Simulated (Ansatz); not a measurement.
SnH₃I⁺, that is SnIH3 with one electron fewer. Charge 1, multiplicity 2. Geometry PBE-D4/def2-TZVP, that of the neutral singlet.

Cartesian coordinates in Å:
```
Sn -0.214 0.089 0.059
I 2.209 -0.919 -0.607
H -0.689 1.139 -1.211
H -0.020 0.931 1.540
H -1.286 -1.241 0.219
```

In the def2 sets I, Sn take a core potential; there is no spin–orbit coupling. At PBE-D4/def2-TZVP the gap within one spin of the charge 1 doublet nearly closes, so an electron or hole may be smeared out by delocalisation error.

Problem. Estimate the α-spin orbital energies around the gap (eV) in Ansatz with PBE-D4/def2-TZVP, r2SCAN-D4/def2-TZVP, PBE0-D4/def2-TZVP.

Solution. 
```csv
orbital,PBE-D4/def2-TZVP,r2SCAN-D4/def2-TZVP,PBE0-D4/def2-TZVP
HOMO−5,-18.55,-18.91,-19.98
HOMO−4,-14.34,-14.87,-15.82
HOMO−3,-14.19,-14.61,-15.48
HOMO−2,-13.73,-14.06,-15.01
HOMO−1,-13.43,-13.78,-14.55
HOMO,-12.73,-13.10,-14.01
LUMO,-7.81,-7.58,-6.96
LUMO+1,-5.59,-5.13,-4.53
LUMO+2,-5.22,-4.85,-4.35
LUMO+3,-5.05,-4.67,-4.17
LUMO+4,-2.94,-2.27,-2.25
LUMO+5,-2.58,-2.02,-1.88
β HOMO,-12.51,-12.86,-13.78
β LUMO,-12.48,-12.37,-11.73
```
